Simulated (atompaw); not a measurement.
# K (Z = 19): one change to a PAW (atompaw) potential, before and after

| Item | Value |
| --- | --- |
| Element | potassium (K) |
| Generator | atompaw 4.2.0.5 |
| Type | PAW |
| Functional | LDA (PW92) |
| Relativity | scalar-relativistic |
| Frozen core | [Ne] |
| Valence charge | 9 |
| Reference configuration | 3s2 3p6 4s0.5 4p0.5 |
| Partial waves | 3s (bound); 4s (bound); 3p (bound); 4p (bound); 3d channel at 0.5 Ry; 3d channel at 2 Ry |
| Local potential | troulliermartins scheme with l = 3 at 0 Ry, radius 1.60 bohr |
| Core correction | smooth core density matched at 1.40 bohr |
| Augmentation charge | gaussian compensation charge, radius 1.70 bohr; PAW radius 1.95 bohr; waves and projectors: bloechl |

Change: all radii scaled by about 1.07 (s 2.08, p 1.76, d 1.76 bohr); local potential troulliermartins scheme with l = 3 at 0 Ry, radius 1.70 bohr; augmentation gaussian compensation charge, radius 1.82 bohr; PAW radius 2.08 bohr; waves and projectors: bloechl; core correction smooth core density matched at 1.50 bohr.

Cutoffs: the cutoffs (Ry, on a coarse ladder) from which the occupation-weighted sum of valence levels, in a spherical-Bessel basis at the reference potential, stays within 10 and 1 mRy of its value at 400 Ry; they do not see the model core or the augmentation charge, which bear on the density cutoff.

Q: What does the change do?

A: The potential gets neither clearly harder nor softer (45 Ry and 70 Ry → 40 Ry and 70 Ry); the p channel sets the loose cutoff, while the largest relative change is in s, which becomes softer; neither file shows a bound ghost.

| quantity | base | changed |
| --- | --- | --- |
| cutoff, loose | 45 Ry | 40 Ry |
| cutoff, tight | 70 Ry | 70 Ry |
| loose cutoff by channel (10 mRy a level) | s 21 Ry, p 30 Ry | s 18 Ry, p 30 Ry |
| bound ghosts | none | none |
| lowest overlap eigenvalue by channel | s 0.44, p 0.76, d 1.00 | s 0.46, p 0.79, d 1.00 |

 The cutoffs see the waves, projectors and local potential, not the compensation charge or the core.
